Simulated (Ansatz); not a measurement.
Relaxation of ClH$_{5}$SiZn (8 atoms, charge 0, multiplicity 1), to a largest force component of 0.03 eV/Å in at most 50 steps.

Theory: UKS PBE0-D4/def2-SVP in Ansatz 0.2.0.

```xyz
8
Properties=species:S:1:pos:R:3:forces:R:3
Zn -0.527 -1.147 -2.175 1.24 -1.80 -0.97
Si 0.831 0.005 0.989 0.64 -0.02 0.76
Cl -2.285 1.086 -1.234 0.01 0.00 0.01
H -0.139 0.087 -0.087 -0.34 0.04 -0.37
H -1.392 0.064 -1.561 -1.53 1.77 0.60
H 0.131 -0.247 2.284 0.00 0.01 -0.02
H 1.609 1.277 1.068 -0.02 0.00 0.00
H 1.772 -1.124 0.717 0.00 -0.01 -0.01
```

Question: Where does it end, and by what steps?

Answer: The run converged. The force dipped under the threshold on the way, but the program's further checks kept it going. After 16 steps the energy has fallen by 0.807 eV; H4 moved furthest, 1.08 Å. Parted: Zn1–H5.

```csv
step,energy less start (eV),largest force component (eV/Å),accepted
0,0.0000,1.799,yes
1,-0.3865,1.390,yes
2,-0.5930,1.206,yes
3,-0.7050,0.849,yes
4,-0.7287,0.133,yes
5,-0.7370,0.050,yes
6,-0.7378,0.005,yes
7,-0.7393,0.086,yes
8,-0.7411,0.133,yes
9,-0.7442,0.300,yes
10,-0.7547,0.231,yes
11,-0.7762,0.192,yes
12,-0.7908,0.287,yes
13,-0.8000,0.229,yes
14,-0.8040,0.089,yes
15,-0.8066,0.009,yes
16,-0.8067,0.006,yes
```

```xyz
8
Properties=species:S:1:pos:R:3
Zn -0.720 -1.469 -2.831
Si 0.869 -0.052 0.980
Cl -2.010 1.358 -0.616
H 0.529 -0.736 -0.308
H -1.648 0.415 -1.434
H -0.270 -0.183 1.933
H 1.174 1.383 0.718
H 2.077 -0.715 1.559
```

Time of the run: 70 s on 2 threads of Arm Neoverse V1, with other jobs on the host, peak memory 0.28 GiB.
